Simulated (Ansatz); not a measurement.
Saddle point of MgH$_{5}$ClO$_{2}$, singlet (MgH₃ClO ([OH2][MgH][Cl]) + H₂O → MgH₃ClO₂ ([OH][Mg]([OH2])[Cl]) + H₂; bonds formed: Mg1–O7, H2–H6, H4–O7; dative contacts that become bonds: Mg1–O5; bonds broken: Mg1–H2, H4–O5, H6–O7), PBE0-D4/def2-TZVP structure:

Mg1  (-0.615, 0.931, -0.911)
H2  (0.044, -0.717, -1.411)
Cl3  (-1.526, 2.480, -2.177)
H4  (0.277, -0.449, 1.007)
O5  (-0.183, 0.752, 0.928)
H6  (0.325, -1.140, -0.522)
O7  (0.572, -1.474, 0.634)
H8  (-0.413, 1.239, 1.717)
H9  (1.518, -1.621, 0.737)
(Å)

Energies are electronic, without zero-point energy. Barriers and step energies count from the start structure reached by relaxing down the imaginary mode; all methods use the PBE0-D4 structures, on which another method's saddle can fall below an end. Computed with Ansatz 0.2.0 (basis: def2-TZVPP, with def2-QZVPP for the basis limit); correlated methods freeze the cores. The outer core shell of Li, Na, Mg and K is correlated. The def2 sets are not built for correlating such inner shells, so the correlated values are less sure here. B3LYP uses VWN-RPA correlation. Extrapolation: Hartree–Fock as exp(−7.88 √X), correlation as X^−2.97.

```json
{"method": "SPW92", "barrier (kcal/mol)": "2.29", "step energy (kcal/mol)": "-8.32"}
{"method": "PBE-D4", "barrier (kcal/mol)": "6.64", "step energy (kcal/mol)": "-11.55"}
{"method": "BLYP-D4", "barrier (kcal/mol)": "7.90", "step energy (kcal/mol)": "-13.54"}
{"method": "r2SCAN-D4", "barrier (kcal/mol)": "?", "step energy (kcal/mol)": "-14.38"}
{"method": "B97M-V", "barrier (kcal/mol)": "?", "step energy (kcal/mol)": "-8.75"}
{"method": "PBE0-D4", "barrier (kcal/mol)": "10.21", "step energy (kcal/mol)": "-11.36"}
{"method": "B3LYP-D4", "barrier (kcal/mol)": "10.60", "step energy (kcal/mol)": "-13.19"}
{"method": "r2SCAN0-D4", "barrier (kcal/mol)": "10.41", "step energy (kcal/mol)": "-13.57"}
{"method": "BHLYP-D4", "barrier (kcal/mol)": "14.93", "step energy (kcal/mol)": "-13.04"}
{"method": "CAM-B3LYP-D4", "barrier (kcal/mol)": "11.26", "step energy (kcal/mol)": "-12.92"}
{"method": "wB97X-V", "barrier (kcal/mol)": "12.46", "step energy (kcal/mol)": "-13.31"}
{"method": "wB97M-V", "barrier (kcal/mol)": "12.99", "step energy (kcal/mol)": "-13.36"}
{"method": "B2PLYP", "barrier (kcal/mol)": "11.26", "step energy (kcal/mol)": "-14.35"}
{"method": "PBE-QIDH", "barrier (kcal/mol)": "11.96", "step energy (kcal/mol)": "-13.13"}
{"method": "RPA on PBE", "barrier (kcal/mol)": "12.44", "step energy (kcal/mol)": "-14.13"}
{"method": "HF", "barrier (kcal/mol)": "24.40", "step energy (kcal/mol)": "-12.52"}
{"method": "MP2", "barrier (kcal/mol)": "?", "step energy (kcal/mol)": "-16.32"}
{"method": "CCSD", "barrier (kcal/mol)": "14.90", "step energy (kcal/mol)": "-14.14"}
{"method": "CCSD(T)", "barrier (kcal/mol)": "13.10", "step energy (kcal/mol)": "-14.23"}
```

(1) Fill in the withheld barriers. (Judge from chemistry; the value comes from the calculation.)

T1 diagnostic: at most 0.010.

Answers

(1) The calculation gives: r2SCAN-D4 7.32; B97M-V 13.88; MP2 10.73 kcal/mol. Each is the energy of the saddle less that of the start structure, by the same method.

For comparison, the barrier by CCSD(T) at an estimated basis limit (MP2 extrapolated from triple and quadruple zeta, plus CCSD(T) − MP2 in triple zeta) is 12.25 kcal/mol.

Labels in which every atom is bracketed show which atoms are joined, not bond orders.

For scale, one of the runs: CCSD(T)/def2-TZVPP, 206 basis functions, launched by `ansatz run in.yaml --threads 4 --pin off --events-out ev --progress --plain --max-ram 9574MiB`. The run took 91 s on 4 CPU threads of an Arm Neoverse V1 (shared host), with 3 GiB of host memory at its peak.
